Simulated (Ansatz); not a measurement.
Single points on GeCl₂.

```yaml
crystal:
  periodic: [false, false, false]
  atoms:
    - {symbol: Ge, position_ang: [0.005065, -0.007177, -0.939673]}
    - {symbol: Cl, position_ang: [1.693516, -0.019408, 0.479174]}
    - {symbol: Cl, position_ang: [-1.698580, 0.026584, 0.460499]}
basis:
  gaussian: {orbitals: def2-TZVP, initial_orbitals: start.molden}
hamiltonian: {xc: pbe, dispersion: d4}
scf: {omitted_lower_state_checks: [starts]}
output: {orbitals: {seedname: orbitals}}
```

The file start.molden holds the orbitals of an earlier run on this structure, at another level or in another basis.

```sh
$ ansatz run in.yaml --threads 2 --pin off --events-out ev --progress --plain --max-ram 31744MiB --backend cpu
```

It prints (some lines left out):

```
Functional definition: PBE
870 factors; their error is unknown
mean field evaluation 1: about -81547.9819 eV, gradient 1.4e1 eV
mean field evaluation 2: about -81548.0845 eV, gradient 1.6e-1 eV
mean field evaluation 4: about -81548.0757 eV, gradient 4.6e-4 eV
mean field evaluation 8: about -81548.0757 eV, gradient 1.2e-5 eV
mean field -81548.07573322 eV, -2996.8365079246 hartree, gradient 1.2e-5 eV, S^2 0.000000; 0 other end points of the search recorded, 0 dependent functions left out
reference -81548.07576396 eV, -2996.8365090546 hartree; 33, 33 occupied and 89, 89 virtual orbitals, 870 factors
Total energy: -81548.17240020 eV, -2996.8400603706 hartree
Checks for a lower state left out: starts
```

It took 0.91 s on 2 threads of AMD EPYC 7R13 on a shared host.

The first input with `hamiltonian: {xc: {text: "exchange = 0.65*pbe_x + 0.35*exact_x\ncorrelation = pbe_c"}}` (abridged; 1.4 s):

```
Functional definition: unnamed
mean field -81552.66870627 eV, -2997.0052965713 hartree, gradient 8.0e-5 eV, S^2 0.000000
Total energy: -81552.66872624 eV, -2997.0052973051 hartree
Checks for a lower state left out: starts
```

As the first input, with `hamiltonian: {xc: {text: "exchange = 0.95*pbe_x + 0.05*exact_x\ncorrelation = pbe_c"}}` (abridged; 1.3 s):

```
Functional definition: unnamed
mean field -81548.70659610 eV, -2996.8596917081 hartree, gradient 2.4e-5 eV, S^2 0.000000
Total energy: -81548.70662531 eV, -2996.8596927816 hartree
Checks for a lower state left out: starts
```

The first input with `correlation: {method: mp2}` and without the key `hamiltonian` (abridged; 1.1 s):

```
Functional definition: HF
mean field -81484.00099743 eV, -2994.4818048159 hartree, gradient 2.6e-6 eV, S^2 0.000000
19 core orbitals not correlated: weight in the atoms' cores, before any rotation towards them, 1.000 or more for the frozen orbitals, at most 0.000 for the correlated occupied ones
second order -16.10868900 eV of doubles, -0.00000000 eV of singles
Total energy: -81500.10968643 eV, -2995.0737882180 hartree
Checks for a lower state left out: starts
```

The first input with `hamiltonian: {xc: {name: CAM-B3LYP}, dispersion: d4}` (abridged; 1.8 s):

```
Functional definition: CAM-B3LYP
mean field -81570.67898371 eV, -2997.6671620594 hartree, gradient 7.9e-5 eV, S^2 0.000000
Total energy: -81570.76510007 eV, -2997.6703267773 hartree
Checks for a lower state left out: starts
```

As the first input, with `hamiltonian: {xc: {text: "exchange = 0.90*pbe_x + 0.10*exact_x\ncorrelation = pbe_c"}}` (abridged; 1.2 s):

```
Functional definition: unnamed
mean field -81549.34625469 eV, -2996.8831987276 hartree, gradient 7.9e-5 eV, S^2 0.000000
Total energy: -81549.34628236 eV, -2996.8831997445 hartree
Checks for a lower state left out: starts
```

As the first input, with `hamiltonian: {xc: {name: r2SCANh}, dispersion: d4}` (abridged; 2.3 s):

```
Functional definition: r2SCANh
mean field -81564.41319265 eV, -2997.4368984850 hartree, gradient 7.1e-6 eV, S^2 0.000000
Total energy: -81564.43490072 eV, -2997.4376962419 hartree
Checks for a lower state left out: starts
```

Geometry: PBE-D4/def2-TZVP.

Correlated methods freeze 19 core orbitals; core or outer-core shells of Ge are correlated, in sets that lack core-valence functions.
